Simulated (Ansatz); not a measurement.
`[CH3][GeH]([F])[Cl]` + `OBCCl` → `[CH3][Ge]([OH])([F])[Cl]` + `BCCl`  (redistribution)

Calculated with Ansatz (gas phase, PBE0-D4/def2-TZVP geometries, no zero-point term in ΔE). CCSD(T)/CBS adds triple-zeta CCSD(T) − MP2 to the extrapolated MP2 energy (def2 sets, frozen cores). DFT in def2-TZVPP. For Ge outer-core shells are correlated without core-valence functions, which leaves a few kJ/mol of doubt a bond. Scalar relativity is left out up to krypton. Each species was taken in one conformer, which may not be the lowest.

`[CH3][GeH]([F])[Cl]`:

Cartesian coordinates in Å:
```
C -0.065 -0.396 -1.000
Ge 0.127 0.181 0.827
F -1.391 -0.084 1.624
Cl 0.451 2.299 0.892
H 0.855 -0.203 -1.551
H -0.288 -1.464 -1.028
H -0.884 0.156 -1.463
H 1.193 -0.490 1.698
```

`OBCCl`:

```xyz
8

O     1.398    0.401   -0.898
B     0.349   -0.403   -0.672
C    -0.680   -0.134    0.491
Cl   -0.281    1.332    1.439
H     1.420    1.134   -0.265
H     0.200   -1.354   -1.385
H    -0.715   -0.973    1.189
H    -1.692   -0.003    0.100
```

`[CH3][Ge]([OH])([F])[Cl]`:

Cartesian coordinates in Å:
```
C 0.884 -0.948 0.420
Ge -0.176 0.522 -0.200
O -1.824 0.011 -0.508
F 0.460 1.154 -1.681
Cl -0.184 2.204 1.124
H 0.494 -1.299 1.374
H 1.917 -0.622 0.543
H 0.837 -1.752 -0.314
H -2.410 0.731 -0.756
```

`BCCl`:

```xyz
7

B     0.863    0.147   -0.334
C    -0.571   -0.002    0.233
Cl   -1.247   -1.651    0.293
H     1.315    1.256   -0.372
H     1.507   -0.779   -0.719
H    -1.261    0.619   -0.350
H    -0.608    0.410    1.248
```

Task: Is it downhill or uphill in electronic energy at CCSD(T)/CBS, and by how much? (An estimate is asked.)

Result: The calculation gave: Uphill: ΔE = +1.14 eV.

Task: What do these levels give: LDA (SPW92), ωB97X-V, BLYP, PBE0, HF/def2-QZVPP, CCSD/CBS(def2)? (An estimate is asked.)

Result: Ansatz gave: LDA (SPW92) 1.40, ωB97X-V 1.12, BLYP 1.19, PBE0 1.21, HF/def2-QZVPP 1.02, CCSD/CBS(def2) 1.12 eV.

Task: What do rigid-rotor, harmonic-oscillator terms from PBE0-D4/def2-TZVP frequencies (298.15 K, 1 bar) make of the CCSD(T)/CBS value? (Best estimate.)

Result: The calculation gave: ΔZPE = -0.08 eV, ΔH = +1.10 eV, ΔS = 14 J/(mol·K), ΔG = +1.05 eV.

Largest T1 diagnostic among the species: 0.012.

From BLYP to BHLYP (50 % exact exchange), in def2-TZVPP and without D4, ΔE moves by −0.05 eV. In def2-TZVPP, CCSD(T) changes the Hartree–Fock value by +0.11 eV (the triples alone add +0.02 eV) and MP2 by +0.09 eV. At CCSD(T), def2-SVP lies +0.22 eV from the extrapolated value and def2-TZVPP −0.01 eV.
